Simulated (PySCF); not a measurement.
```xyz
4
charge 1 multiplicity 4, angstrom
Si    1.1822    1.1822    0.0000
Si   -1.1822    1.1822    0.0000
Si   -1.1822   -1.1822    0.0000
Si    1.1822   -1.1822    0.0000
```

All numbers come from UPBE0 in PySCF with Si def2-TZVP; no relativity; density-fitted integrals.

This geometry of Si₄⁺ is a stationary point at this level.

Problem. What is the point group?

Solution. D4h.

Problem. Is it a minimum?

Solution. No: it has 1 imaginary mode, at 214i cm⁻¹ (b2u).

Problem. Which band is strongest in the infrared?

Solution. 380 cm⁻¹ (eu), 28 km/mol.

Problem. Give the atomic charges and bond orders.

Solution. 
```tsv
atom	Mulliken	Löwdin	polar tensor	spin (Mulliken)	Mayer order to Si1
Si1	0.25	0.25	0.25	0.75	–
Si2,4	0.25	0.25	0.25	0.75	1.12
Si3	0.25	0.25	0.25	0.75	0.37
```
Other Mayer orders above 0.3: Si–Si 0.37, Si–Si 1.12 (×2).

Only a few start shapes were tried, so a lower isomer may exist. At this level a doublet minimum of D2h symmetry lies 188 kJ/mol below this structure.
